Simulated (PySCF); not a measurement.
Computed IR spectrum (relative IR intensity) of a molecule CH8O2Si3. Geometry: PBE-D3(BJ)/def2-SVP. The values are those of a single conformer. Calculation: PBE-D3(BJ)/def2-SVP (PySCF). Frequencies are harmonic and unscaled.

Lines under 2 % of the strongest are left out, and lines within 2 cm⁻¹ are merged.

| ν (cm⁻¹) | relative intensity |
|---|---|
| 274 | 24 |
| 395 | 2.3 |
| 569 | 4.7 |
| 682 | 4.2 |
| 697 | 2.5 |
| 721 | 16 |
| 742 | 18 |
| 821 | 100 |
| 864 | 14 |
| 875 | 39 |
| 877 | 40 |
| 889 | 8.9 |
| 930 | 6.4 |
| 1209 | 3.9 |
| 2121 | 33 |
| 2132 | 36 |
| 2146 | 15 |
| 2155 | 31 |
| 3756 | 20 |

Identify the compound among the candidates.
A. C[Si@H]1O[SiH2][Si@@H]1O
B. C[SiH2][SiH]1O[SiH2]O1
C. OC[Si@H]1O[SiH2][SiH2]1
D. [SiH3]O[C@@H]1O[SiH2][SiH2]1

A, C[Si@H]1O[SiH2][Si@@H]1O
